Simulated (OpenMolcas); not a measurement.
An atom or ion with 38 electrons was computed by SS-RASPT2, IPEA 0.25 Eh, imaginary shift 0.1 Eh with spin-orbit coupling (OpenMolcas, ANO-RCC-VTZP, DKH2). The lowest levels that the run gave, each within 12 % of the measured value where one is at hand:

| J | Parity | E (cm-1) | g |
| --- | --- | --- | --- |
| 2 | even | 0.0 | 0.672 |
| 3 | even | 1629 | 1.084 |
| 4 | even | 3460 | 1.249 |
| 2 | even | 10210 | 1.082 |
| 0 | even | 11520 |  |
| 1 | even | 12190 | 1.501 |
| 2 | even | 13750 | 1.413 |
| 4 | even | 16590 | 1.001 |
| 0 | even | 37620 |  |

Which ion is it, and what are the configurations and terms?

Mo V (Z = 42, charge +4; active space 8 electrons in 8 orbitals (RAS1 4p, at most 2 holes; RAS2 4d)). J, parity and g give the terms where levels are pure, and mixed ones are named by the computed weights; the size of the splittings, set against known spectra of the 38-electron sequence, gives the charge. In order, with the measured energies in cm-1 (Sugar and Musgrove, J. Phys. Chem. Ref. Data 17, 155 (1988)): 4d2 3F2, 4d2 3F3 (1578), 4d2 3F4 (3357), 4d2 1D2 (10190), 4d2 3P0 (11161), 4d2 3P1 (11807), 4d2 3P2 (13408), 4d2 1G4 (16354), 4d2 1S0 (37738).

CASPT2 does not keep the components of a term degenerate, so their means are used; among the terms shown or strongly mixed into the levels shown the widest spread is 450 cm-1 (4d2 1G). Active for correlation alone: 4p; no level in the range computed is led by a configuration that opens it, so any true level of that kind is missing. Measured partners are found by configuration, term and J. A level has none where our copy of the source lacks it or the pairing is in doubt (some pairs that miss far off the trend of their configuration count as doubtful), and it then counts in no deviation. Levels of configurations outside the active space are missing.
